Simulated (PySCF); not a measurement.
# One molecule, several mistakes: BC2H8Si

Calculated results; nothing here was measured. The program is PySCF 2.14.0, an open-source quantum chemistry code, run on an isolated molecule that a program drew, which may never have been made. The molecule is BC2H8Si (charge 0, doublet), drawn as the SMILES string `CCB[SiH2]`.

Each row is a Hartree-Fock (HF) and frozen-core CCSD(T) single point in the cc-pV(D+d)Z basis, meant for a local HF minimum. Run 1 is clean. Each other run has one planted mistake out of seven kinds, and not every kind appears here: one electron removed, one electron added, multiplicity raised by two, geometry at a saddle point, minimal basis STO-3G, one bond length entered in bohr, all coordinates scaled. The reference is restricted for singlets and unrestricted otherwise, and also for a bond in bohr. Adding or removing an electron swaps singlet and doublet. Electrons count all cores. HOMO and LUMO are orbital energies over both spins, the gradient is its largest component, and the lowest frequency (negative if imaginary) is given only where the gradient is small. Bond lengths are over the 11 bonds as drawn. T1 is the CCSD diagnostic: over 0.02 (restricted) or 0.045 (unrestricted) a single reference is doubtful.

Geometry of the clean run:
```xyz
12
BC2H8Si, angstrom
C    -2.3998    0.8337   -0.0139
C    -0.9102    0.5909    0.2602
B    -0.2838   -0.6796   -0.4439
Si    1.5673   -0.7488   -1.1573
H    -2.7783    1.6838    0.5586
H    -2.9972   -0.0420    0.2500
H    -2.5785    1.0459   -1.0715
H    -0.3354    1.5018    0.0660
H    -0.7723    0.3902    1.3357
H    -0.9567   -1.6682   -0.5838
H     2.2256   -2.0328   -1.4812
H     2.5656    0.2978   -0.8419
```

| run | electrons | basis functions | <S^2> | HOMO (eV) | LUMO (eV) | gradient (hartree/bohr) | lowest frequency (cm^-1) | mean bond (Å) | longest bond (Å) | T1 | HF (hartree) | CCSD(T) (hartree) | mistake |
|---|---|---|---|---|---|---|---|---|---|---|---|---|---|
| 1 | 39 | 105 | 0.766 | -8.24 | 0.80 | 1.2e-05 | 58 | 1.3400 | 1.985 | 0.0141 | -393.96686 | -394.50701 | no fault |
| 2 | 39 | 105 | 3.763 | -5.83 | -1.86 | 8.2e-02 | - | 1.3400 | 1.985 | 0.0203 | -393.79099 | -394.32453 | multiplicity raised by two |
| 3 | 39 | 32 | 0.763 | -5.55 | 5.67 | 2.5e-02 | - | 1.3400 | 1.985 | 0.0146 | -389.38286 | -389.61900 | minimal basis STO-3G |
| 4 | 40 | 105 | 0.000 | -0.74 | 8.10 | 4.4e-02 | - | 1.3400 | 1.985 | 0.0176 | -393.96318 | -394.54580 | ? |
| 5 | 38 | 105 | 0.000 | -16.56 | -6.67 | 5.1e-02 | - | 1.3400 | 1.985 | 0.0119 | -393.69364 | -394.21653 | ? |

**Which mistake was planted in run 4, and what did it cost?**

It counts 40 electrons, one more than the clean run, at the same geometry and basis. So the mistake is: one electron added. Subtracting run 1 and multiplying by 627.51 kcal/mol a hartree, the energy moved by 2.3 kcal/mol in HF and -24.3 kcal/mol in CCSD(T).

**Which mistake was planted in run 5, and what did it cost?**

It counts 38 electrons, one fewer than the clean run, at the same geometry and basis. So the mistake is: one electron removed. Subtracting run 1 and multiplying by 627.51 kcal/mol a hartree, the energy moved by 171.4 kcal/mol in HF and 182.3 kcal/mol in CCSD(T).

